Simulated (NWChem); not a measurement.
Molecule: CH$_{3}$BeF; SMILES [CH3][Be][F]

Computed with NWChem. All runs use the structure optimised with PBE0-D3(BJ)/def2-TZVP. Ions are spin-unrestricted doublets at the neutral geometry; other ion states weren't tried. Functional: LC-ωPBE (HJS hole) with def2-SVP; rows give the range parameter ω in 1/bohr.

```json
[
 {"range parameter (1/bohr)": "0.20", "vertical ionisation energy, ΔSCF (eV)": "13.45", "−ε(HOMO) (eV)": "10.23", "ΔSCF minus −ε(HOMO) (eV)": "3.22"},
 {"range parameter (1/bohr)": "0.40", "vertical ionisation energy, ΔSCF (eV)": "…", "−ε(HOMO) (eV)": "…", "ΔSCF minus −ε(HOMO) (eV)": "…"},
 {"range parameter (1/bohr)": "0.80", "vertical ionisation energy, ΔSCF (eV)": "11.91", "−ε(HOMO) (eV)": "12.96", "ΔSCF minus −ε(HOMO) (eV)": "-1.05"}
]
```

Question: What belongs in the gaps?

Answer: 
- 0.40, vertical ionisation energy, ΔSCF (eV): 15.58
- 0.40, −ε(HOMO) (eV): 11.85
- 0.40, ΔSCF minus −ε(HOMO) (eV): 3.73
